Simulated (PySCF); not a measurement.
# Frontier levels across methods

Species: CH8OSi2.
Z-matrix (Å and degrees, PBE0-D3(BJ)/def2-SVP geometry), rows numbered from 1:
```
C 
Si  1  1.8873
Si  2  2.3512  1  111.44
O   3  1.6745  2  111.99  1  -177.38
H   1  1.1006  2  110.80  3   -61.76
H   1  1.1006  2  110.66  3   178.36
H   1  1.1006  2  110.86  3    58.35
H   2  1.4982  1  110.46  3   121.94
H   2  1.5011  1  109.95  3  -120.24
H   3  1.4917  2  110.89  1    64.80
H   3  1.5029  2  108.66  1   -53.53
H   4  0.9614  3  116.10  2    56.45
```

Basis pcSseg-2 throughout (PySCF), one geometry. Geometry: PBE0-D3(BJ)/def2-SVP, one conformer, isolated molecule.

Problem. How do the orbital energies, the gap and the dipole change with the method?

Solution. 
```json
{"method": "BLYP", "kind": "GGA", "HOMO (eV)": "-6.31", "LUMO (eV)": "-1.32", "gap (eV)": "4.99", "μ (D)": "1.57", "SCF cycles": "14"}
{"method": "OPBE", "kind": "GGA", "HOMO (eV)": "-6.39", "LUMO (eV)": "-1.23", "gap (eV)": "5.16", "μ (D)": "1.54", "SCF cycles": "15"}
{"method": "PBE", "kind": "GGA", "HOMO (eV)": "-6.42", "LUMO (eV)": "-1.43", "gap (eV)": "4.98", "μ (D)": "1.57", "SCF cycles": "14"}
{"method": "B97-D", "kind": "GGA", "HOMO (eV)": "-6.42", "LUMO (eV)": "-1.26", "gap (eV)": "5.16", "μ (D)": "1.57", "SCF cycles": "14"}
{"method": "LDA", "kind": "LDA", "HOMO (eV)": "-6.50", "LUMO (eV)": "-1.63", "gap (eV)": "4.86", "μ (D)": "1.64", "SCF cycles": "15"}
{"method": "KT2", "kind": "GGA", "HOMO (eV)": "-6.50", "LUMO (eV)": "-1.54", "gap (eV)": "4.95", "μ (D)": "1.55", "SCF cycles": "16"}
{"method": "BP86", "kind": "GGA", "HOMO (eV)": "-6.52", "LUMO (eV)": "-1.42", "gap (eV)": "5.09", "μ (D)": "1.58", "SCF cycles": "14"}
{"method": "KT3", "kind": "GGA", "HOMO (eV)": "-6.53", "LUMO (eV)": "-1.47", "gap (eV)": "5.06", "μ (D)": "1.53", "SCF cycles": "15"}
{"method": "B97-2", "kind": "global hybrid", "HOMO (eV)": "-7.40", "LUMO (eV)": "-0.59", "gap (eV)": "6.81", "μ (D)": "1.63", "SCF cycles": "13"}
{"method": "B3LYP", "kind": "global hybrid", "HOMO (eV)": "-7.44", "LUMO (eV)": "-0.84", "gap (eV)": "6.60", "μ (D)": "1.64", "SCF cycles": "14"}
{"method": "PBE0", "kind": "global hybrid", "HOMO (eV)": "-7.63", "LUMO (eV)": "-0.62", "gap (eV)": "7.00", "μ (D)": "1.65", "SCF cycles": "12"}
{"method": "mPW1PW91", "kind": "global hybrid", "HOMO (eV)": "-7.66", "LUMO (eV)": "-0.61", "gap (eV)": "7.05", "μ (D)": "1.65", "SCF cycles": "12"}
{"method": "BHandHLYP", "kind": "global hybrid", "HOMO (eV)": "-8.75", "LUMO (eV)": "0.15", "gap (eV)": "8.90", "μ (D)": "1.71", "SCF cycles": "12"}
{"method": "CAM-B3LYP", "kind": "range-separated hybrid", "HOMO (eV)": "-8.94", "LUMO (eV)": "0.28", "gap (eV)": "9.22", "μ (D)": "1.68", "SCF cycles": "12"}
{"method": "wB97X-D", "kind": "range-separated hybrid", "HOMO (eV)": "-9.44", "LUMO (eV)": "1.12", "gap (eV)": "10.56", "μ (D)": "1.66", "SCF cycles": "13"}
{"method": "LC-wPBE", "kind": "range-separated hybrid", "HOMO (eV)": "-10.23", "LUMO (eV)": "1.43", "gap (eV)": "11.66", "μ (D)": "1.70", "SCF cycles": "12"}
{"method": "HF", "kind": "Hartree–Fock", "HOMO (eV)": "-10.46", "LUMO (eV)": "2.11", "gap (eV)": "12.57", "μ (D)": "1.76", "SCF cycles": "10"}
```

The HOMO spans 4.15 eV, from BLYP down to HF, and the gap runs from 4.86 eV (LDA) to 12.57 eV (HF). Over the methods BLYP (0 %), OPBE (0 %), PBE (0 %), B97-D (0 %), LDA (0 %), KT2 (0 %), BP86 (0 %), KT3 (0 %), B97-2 (21 %), B3LYP (20 %), PBE0 (25 %), mPW1PW91 (25 %), BHandHLYP (50 %), HF (100 %), a straight line through the gap against the share of exact exchange rises by 0.76 eV for each 10 % (correlation coefficient 0.999). The dipole ranges from 1.53 D (KT3) to 1.76 D (HF). This basis has no diffuse functions.

The vertical ΔSCF ionisation energy at wB97X-D/def2-SVPD is 9.70 eV; −ε(HOMO) comes closest to it with wB97X-D (9.44 eV).
